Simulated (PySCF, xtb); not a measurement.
FH5O3Si2, SMILES O[Si](O)(O)[SiH2]F. The values are those of a single conformer.

Harmonic wavenumbers (cm⁻¹) from GFN2-xTB (xtb 6.7.1) at its own minimum, in rising order: 21, 105, 138, 171, 220, 246, 261, 286, 315, 337, 437, 498, 600, 713, 766, 785, 793, 805, 812, 853, 906, 937, 2232, 2280, 3648, 3697, 3707.

Problem. What does PBE-D3(BJ)/def2-SVP in PySCF give at its own minimum? (Estimate from the structure and the level; the computed values follow.)

Solution. 43, 83, 112, 174, 203, 220, 256, 284, 311, 351, 460, 493, 713, 740, 774, 793, 815, 822, 886, 909, 918, 941, 2146, 2168, 3731, 3758, 3766. Paired by order, the mean absolute difference is 34 cm⁻¹ and the zero-point energies are 38.0 and 38.4 kcal/mol.
